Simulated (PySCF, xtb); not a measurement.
GaHFBr, SMILES [F][GaH][Br].

GFN2-xTB (xtb) at its own geometry gives an orbital gap of 4.56 eV and a dipole moment of 4.10 D.

Geometry: r2SCAN-D4/def2-TZVP.

**Question.** What does PySCF with B3LYP/def2-TZVPD give? (An estimate is asked for; the answer gives what the named calculation found.)

**Answer.** gap 6.58 eV (levels -8.54 and -1.96 eV), dipole 2.08 D.
